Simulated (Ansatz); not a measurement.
NO2, SMILES N(=O)[O-], charge -1.

The structure is a stationary point at TPSSh-D3(BJ)/def2-TZVPD.

Two levels are set side by side: PBE/def2-TZVPD (Ansatz, a program for electronic structure) and CAM-B3LYP/def2-TZVPD (Ansatz). Energy differences of separate SCF runs at the same geometry; the states with an electron removed or added have multiplicity 2. Differences are taken from unrounded values.

```csv
quantity,CAM-B3LYP
vertical ionisation energy (eV),3.06
vertical singlet–triplet gap (eV),2.32
```

What does PBE give, and how far is it from CAM-B3LYP? (Estimate from the structure and the level; the computed values follow.)


```csv
quantity,PBE,PBE minus CAM-B3LYP
vertical ionisation energy (eV),2.54,-0.52
vertical singlet–triplet gap (eV),2.41,0.09
```
